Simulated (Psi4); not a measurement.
Psi4 input (wB97X-D/6-31G*):

```
memory 1500 MB

molecule {
-1 1
C    -1.69234700   -0.53378700    0.23429200
C    -0.49562900    0.34295500    0.52034300
Si    1.06460100    0.14640400   -0.29599700
H    -2.33626100   -0.23971700   -0.62452400
H    -2.37955900   -0.60681300    1.09517800
H    -1.38080000   -1.56586600    0.01638800
H    -0.73623000    1.35053000    0.86525100
H     1.57419500   -1.28146100   -0.26899000
H     2.14229600    1.00053100    0.32530900
H     1.33981000    0.43812200   -1.79246100
symmetry c1
no_reorient
no_com
}

set {
  basis 6-31G*
  reference rks
  scf_type pk
  dft_radial_points 99
  dft_spherical_points 590
  e_convergence 1e-8
  d_convergence 1e-7
  maxiter 150
}

e = energy('wb97x-d')
print_out(f'\nFINAL {e:.10f} DIPOLE {variable("CURRENT DIPOLE")[0]:.6f} {variable("CURRENT DIPOLE")[1]:.6f} {variable("CURRENT DIPOLE")[2]:.6f}\n')
```

From the output:

```

    Doubly Occupied:

       1A    -66.048230     2A    -10.099248     3A    -10.018515
       4A     -5.161986     5A     -3.507890     6A     -3.506683
       7A     -3.504287     8A     -0.621606     9A     -0.474021
      10A     -0.379566    11A     -0.302680    12A     -0.285544
      13A     -0.238915    14A     -0.199328    15A     -0.194905
      16A     -0.167780    17A     -0.007577

    Virtual:

      18A      0.316522    19A      0.336189    20A      0.367971
      21A      0.392802    22A      0.412478    23A      0.428456
      24A      0.447070    25A      0.451099    26A      0.483807
      27A      0.500369    28A      0.530756    29A      0.585004
      30A      0.674209    31A      0.799496    32A      0.837676
      33A      0.879460    34A      0.921871    35A      0.952899
      36A      0.971377    37A      0.979860    38A      0.994651
      39A      1.064841    40A      1.143488    41A      1.162714
      42A      1.189886    43A      1.214448    44A      1.238420
      45A      1.274402    46A      1.302511    47A      1.390299
      48A      1.444877    49A      1.446467    50A      1.612431
      51A      1.851695    52A      2.006396    53A      2.224597
      54A      2.243629    55A      2.311508    56A      2.527738
      57A      2.547871    58A      2.651275    59A      2.745416
      60A      2.920770    61A      3.263253    62A      4.441077
      63A      4.668601

    Final Occupation by Irrep:
              A
    DOCC [    17 ]
    NA   [    17 ]
    NB   [    17 ]

  @RKS Final Energy:  -369.80899051994794

   => Energetics <=

    Nuclear Repulsion Energy =            104.2752694273425931
    One-Electron Energy =                -722.1937310704338415
    Two-Electron Energy =                 272.3961660713617334
    DFT Exchange-Correlation Energy =     -24.2836060940061351
    Empirical Dispersion Energy =          -0.0030888542122680
    VV10 Nonlocal Energy =                  0.0000000000000000
    Total Energy =                       -369.8089905199479404

Computation Completed

Properties will be evaluated at   0.000000,   0.000000,   0.000000 [a0]

Properties computed using the SCF density matrix

 Multipole Moments:

 ------------------------------------------------------------------------------------
     Multipole            Electronic (a.u.)      Nuclear  (a.u.)        Total (a.u.)
 ------------------------------------------------------------------------------------

 L = 1.  Multiply by 2.5417464519 to convert [e a0] to [Debye]
 Dipole X            :         -0.5530353            0.0000170           -0.5530183
 Dipole Y            :         -0.1805971           -0.0000189           -0.1806160
 Dipole Z            :         -0.0950721            0.0000057           -0.0950664
 Magnitude           :                                                    0.5894820

 ------------------------------------------------------------------------------------

FINAL -369.8089905199 DIPOLE -0.553018 -0.180616 -0.095066

*** Psi4 exiting successfully. Buy a developer a beer!
```

The dipole moment of an ion depends on the origin.

The geometry given is a B3LYP-D3(BJ)/def2-TZVP minimum.
